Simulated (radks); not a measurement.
Problem. The mean radii <r> (bohr) of the occupied orbitals of an atom or ion are listed with their occupations. All-electron calculation, Dirac Kohn-Sham, Slater X-alpha with alpha = 0.99, spin-unpolarised, spherical densities, point nucleus. Program: a radial shooting solver on a logarithmic mesh with Libxc functionals.

| orbital | occ. | <r> |
|---|---|---|
| 1s1/2 | 2 | 0.04265 |
| 2s1/2 | 2 | 0.1882 |
| 2p1/2 | 2 | 0.1615 |
| 2p3/2 | 4 | 0.1654 |
| 3s1/2 | 2 | 0.5453 |
| 3p1/2 | 2 | 0.5484 |
| 3p3/2 | 4 | 0.5587 |
| 3d3/2 | 4 | 0.5703 |
| 3d5/2 | 6 | 0.5742 |
| 4s1/2 | 2 | 1.619 |
| 4p1/2 | 2 | 1.945 |
| 4p3/2 | 3 | 1.987 |

Name the element and its charge. Open shells, if any, fill j = l - 1/2 first.

Solution. Z = 35, bromine, charge 0: Br in [Ar] 3d10 4s2 4p5. The 1s radius gives Z: for a bare nucleus <r> = (2 gamma + 1)/(2Z) with gamma = sqrt(1 - (Z/c)^2), 0.04191 bohr for Z = 35, and screening makes it slightly larger (0.04265 here). The occupations add up to 35, and the charge is Z minus that.
